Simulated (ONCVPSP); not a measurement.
**As (Z = 33), ONCV: configuration errors across variants**

```
Element                 : As (Z = 33)
Generator               : ONCVPSP 4.0.1
Type                    : optimised norm-conserving Vanderbilt (ONCV)
Functional              : PBE
Relativity              : scalar-relativistic
Frozen core             : [Ar] 3d10
Valence charge          : 5
Reference configuration : 4s2 4p2.5 (charge +0.5)
Partial waves           : 4s: rc 1.35 bohr, ncon 4, nbas 7, qcut 5 1/bohr, 1 projector; 4p: rc 1.70 bohr, ncon 3, nbas 7, qcut 4.4 1/bohr, 2 projectors, debl 3.5 Ha; d scattering state at 0.04 Ha: rc 1.85 bohr, ncon 4, nbas 7, qcut 5.5 1/bohr, 3 projectors, debl 0.9 Ha
Local potential         : polynomial inside 1.30 bohr (lpopt 2, dvloc0 0 Ha)
Core correction         : Teter function, fcfact 2.25, rcfact 1.35
```

All-electron excitation energies from the reference (eV): (1) 4s2 4p3 -3.555; (2) 4s2 4p2 5.594; (3) 4s2 4p1 23.512; (4) 4s1 4p0 101.863.

3 further variants failed, have other tests or too few solved ones, and are left out.

A true bound ghost makes a file unfit for plane-wave use even where its test errors are small: the radial tests pick states by their node count and pass the ghost by.

Errors AE − PS in meV (a dash: test not solved or not reliable):

```csv
change,(1),(2),(3),(4),bound ghosts,GHOST(+) flags above zero
base,+0.1,-1.1,-14,-128,d,s
s: qcut 3.2,+0.1,-1.1,-13,-122,d,s
s: qcut 3.5,+0.1,-1.1,-13,-124,d,s
s: qcut 4.7,+0.1,-1.1,-14,-127,d,s
s: qcut 5.2,+0.1,-1.1,-14,-127,d,s
s: qcut 5.7,+0.1,-1.1,-13,-127,d,s
```

(1) Give the same row for: s: qcut 4.3.

## Answers

(1) +0.1, -1.1, -13, -127; bound ghosts: d; GHOST(+) flags above zero: s.
